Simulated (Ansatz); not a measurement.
Ansatz (a first-principles code) input:

Ansatz 0.2 input:
```yaml
crystal:
  periodic: [false, false, false]
  atoms:
    - {symbol: F, position_ang: [-1.55803598, -1.01360056, -0.02059180]}
    - {symbol: C, position_ang: [-0.85470957, 0.02550051, -0.01885510]}
    - {symbol: F, position_ang: [-1.49425997, 1.10466670, -0.04674259]}
    - {symbol: Br, position_ang: [0.93139774, -0.02778852, 0.02054686]}
basis:
  gaussian:
    orbitals: def2-TZVP
hamiltonian:
  xc: b3lyp
  dispersion: d3bj
total_charge: 1
phonons: {temperatures: {t_min: 298.15, t_max: 298.15, t_step: 100}}
```

Task: Predict the final energy.

Result: -2811.70235 Eh (B3LYP-D3(BJ)/def2-TZVP). The basis has 141 functions. The run takes very roughly 30 core-seconds.
